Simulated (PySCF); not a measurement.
Numbering as in the mapped SMILES `[CH3:1][C:2]#[C:3][CH2:4][SiH3:5]`; H(Xn) means a hydrogen on atom n.

Geometry: PBE0-D3(BJ)/def2-SVP; GIAO absolute shieldings from PySCF 2.14, gas phase, non-relativistic, averaged over equivalent atoms.

At PBE0/def2-SVP (114 basis functions, 8.2 s wall time on 1 thread of an Arm Neoverse V2, shared host):
```tsv
atoms	σ (ppm)
C2	118.5
C3	119.5
C1	189.7
C4	195.3
Si5	472.3
H(Si5)	27.39
H(C1)	29.75
H(C4)	29.95
```

Q: Predict the values at BLYP/pcSseg-2 on the same geometry.

A: 
```csv
atoms,σ at BLYP/pcSseg-2,change
C2,95.4,-23.1
C3,95.8,-23.7
C1,170.3,-19.4
C4,172.7,-22.6
Si5,380.4,-91.9
H(Si5),27.41,+0.02
H(C1),29.43,-0.32
H(C4),29.53,-0.42
```

The largest change is at Si5 (silicon bonded to C, 3 H). Cost: 299 basis functions, 80 s wall time on 1 thread of an Arm Neoverse N1, shared host. The order of the carbon signals is the same at both levels.
